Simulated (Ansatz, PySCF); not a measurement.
Al(F)(OH)(SMe) (CH4AlFOS), SMILES [S](C)[Al]([F])[OH]. Atoms are numbered in the order given.

```xyz
9

Al     0.0128     0.7999     0.0000
F     -0.9453     2.1557     0.0000
O      1.7016     0.9159     0.0000
H      2.2231     1.7194     0.0000
S     -0.8790    -1.1599     0.0000
C      0.6410    -2.1893     0.0000
H      1.5510    -1.5758     0.0000
H      0.6301    -2.8250     0.8951
H      0.6301    -2.8250    -0.8951
```

Geometry optimised at PBE0-D3(BJ)/def2-SVP. One conformer was computed; it need not be the lowest.

Two levels are set side by side: PBE-D3(BJ)/def2-SVP (Ansatz, a quantum-chemistry and plane-wave program) and PBE0-D3(BJ)/def2-SVP (Ansatz). Each level has its own optimised geometry; the coordinates shown are those of the second. Frequencies come from the Hessian of PySCF at each geometry. Differences are taken from unrounded values.

| quantity | PBE0-D3(BJ) |
|---|---|
| mean bond length (Å) | 1.449 |
| bond Al1–F2 (Å) | 1.660 |
| bond Al1–O3 (Å) | 1.693 |
| bond Al1–S5 (Å) | 2.153 |
| bond S5–C6 (Å) | 1.836 |
| bond O3–H4 (Å) | 0.958 |
| bond C6–H7 (Å) | 1.098 |
| bond C6–H8 (Å) | 1.098 |
| bond C6–H9 (Å) | 1.098 |
| highest harmonic wavenumber (cm⁻¹) | 3992 |
| mean harmonic wavenumber (cm⁻¹) | 1168 |
| zero-point energy (kcal/mol) | 35.06 |

Q: What does PBE-D3(BJ) give, and how far is it from PBE0-D3(BJ)? (The exact figures need the calculation; the answer reports its results.)

A: 
```csv
quantity,PBE-D3(BJ),PBE-D3(BJ) minus PBE0-D3(BJ)
mean bond length (Å),1.462,0.013
bond Al1–F2 (Å),1.675,0.015
bond Al1–O3 (Å),1.712,0.019
bond Al1–S5 (Å),2.169,0.016
bond S5–C6 (Å),1.853,0.017
bond O3–H4 (Å),0.970,0.012
bond C6–H7 (Å),1.106,0.008
bond C6–H8 (Å),1.106,0.008
bond C6–H9 (Å),1.106,0.008
highest harmonic wavenumber (cm⁻¹),3819,-174
mean harmonic wavenumber (cm⁻¹),1129,-39
zero-point energy (kcal/mol),33.88,-1.18
```

GGA bonds tend to be longer and softer than those of functionals with exact exchange. Differences between two approximate levels are no errors against the true value.
